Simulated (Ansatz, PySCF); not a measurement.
A series of gas-phase deprotonation energy values:

A. BC (CH5B) [methylborane] → B[CH2-] + H+
B. O=CC=O → O=[C-]C=O + H+
C. O=c1cc1 → O=c1[c-]c1 + H+
D. C=O (CH2O) [formaldehyde] -> [CH-]=O + H+
E. CB(C)N [[amino(methyl)boranyl]methane] → [CH2-]B(C)N + H+

Quantity: gas-phase deprotonation energy (enthalpy at 298 K, with B3LYP-D3(BJ) rigid-rotor harmonic-oscillator terms), kcal/mol. Structures are relaxed separately at B3LYP-D3(BJ)/def2-TZVP in Ansatz (a program for electronic structure), one conformer each, not searched for the lowest. Frequencies are from Ansatz or PySCF. Unstable Hartree-Fock reference: O=CC=O, O=[C-]C=O. Cores are frozen in the correlated levels unless marked. No spin-orbit coupling. No relativistic terms. Basis-set limits of correlation are two-point, X^-3; Hartree-Fock from the larger set. [CCSD(T)-MP2]/basis is that difference in the basis named. Anions need diffuse functions, which plain sets lack and def2-D sets hold few of.

|  | revPBE-D3(BJ)/def2-TZVPD (Ansatz + dftd3) | SCS-MP2/aug-cc-pVDZ (Ansatz) | CCSD/aug-cc-pVDZ (Ansatz) | RI-MP2/CBS(aug-cc-pVTZ,aug-cc-pVQZ)+[CCSD(T)-MP2]/aug-cc-pVTZ (Ansatz) |
|---|---|---|---|---|
| A | 364.0 | 363.5 | 364.5 | 363.3 |
| B | 364.6 | 373.0 | 374.4 | 371.2 |
| C | 366.5 | 362.3 | 362.5 | 363.9 |
| D | 394.2 | 394.0 | 393.7 | 394.4 |
| E | 390.1 | 387.6 | 389.3 | 388.9 |
